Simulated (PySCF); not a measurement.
H₄Ge, SMILES `[GeH4]`, neutral singlet in the gas phase. 

Cartesian coordinates (Å):
```xyz
5

Ge     0.0000     0.0000     0.0000
H     -0.8804    -0.5203    -1.1471
H      0.3074     1.4888    -0.2250
H      1.3149    -0.7945     0.0374
H     -0.7418    -0.1740     1.3346
```
Charge 0, spin multiplicity 1.

All levels are single points at this geometry (PBE0-D3(BJ)/def2-SVP); Pople sets use spherical d functions. Orbital energies aren't observables, and empty levels follow the basis.

HF/STO-3G in PySCF gives HOMO (eV) = -11.20.

Q: Estimate the HOMO (eV) from each of these levels: PBE0-D3(BJ)/def2-TZVP in PySCF; B3LYP/6-311+G** (LANL2DZ on Ge) in PySCF; B3LYP/LANL2DZ in PySCF; M06-2X/6-31G* in PySCF; HF/6-31G* in PySCF.

A: 
```json
[
 {"level": "PBE0-D3(BJ)/def2-TZVP in PySCF", "HOMO (eV)": "-9.65"},
 {"level": "B3LYP/6-311+G** (LANL2DZ on Ge) in PySCF", "HOMO (eV)": "-9.48"},
 {"level": "B3LYP/LANL2DZ in PySCF", "HOMO (eV)": "-9.53"},
 {"level": "M06-2X/6-31G* in PySCF", "HOMO (eV)": "-10.81"},
 {"level": "HF/6-31G* in PySCF", "HOMO (eV)": "-12.81"}
]
```
